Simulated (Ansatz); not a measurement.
Br4Sn (SMILES [Br][Sn]([Br])([Br])[Br]), singlet, at a GFN2-xTB geometry (such geometries of metal compounds can be far from the true shape) (core potentials on Sn); R2SCAN/def2-SVP (Ansatz, an electronic-structure program).

The Ansatz input:
Ansatz 0.2 input:
```yaml
crystal:
  periodic: [false, false, false]
  atoms:
    - {symbol: Br, position_ang: [-0.91186099, 2.25519566, -0.77092607]}
    - {symbol: Sn, position_ang: [-0.00000000, 0.00000000, 0.00000000]}
    - {symbol: Br, position_ang: [-1.75646102, -1.80817005, -0.39634669]}
    - {symbol: Br, position_ang: [0.55773232, 0.11338300, 2.48752968]}
    - {symbol: Br, position_ang: [2.11058968, -0.56040861, -1.32025692]}
basis:
  gaussian:
    orbitals: def2-SVP
    fitting: {mean_field: def2-universal-JKFIT}
hamiltonian:
  xc: r2scan
```

It wrote (shortened):

```
Functional definition: r2SCAN
1282 factors; integrals over basis functions are off by at most 9.8e-3 eV
mean field evaluation 1: about -285988.2280 eV, gradient 1.9e1 eV
mean field evaluation 2: about -285985.9856 eV, gradient 3.3e1 eV
mean field evaluation 4: about -285989.2608 eV, gradient 6.8e-1 eV
mean field evaluation 8: about -285989.2569 eV, gradient 3.6e-3 eV
mean field -285989.25690369 eV, -10509.9113407299 hartree, gradient 8.1e-6 eV, S^2 0.000000; 0 other end points of the search recorded, 0 dependent functions left out
reference -285989.25691282 eV, -10509.9113410654 hartree; 81, 81 occupied and 73, 73 virtual orbitals, 1282 factors
Total energy: -285989.25691282 eV, -10509.9113410654 hartree
```
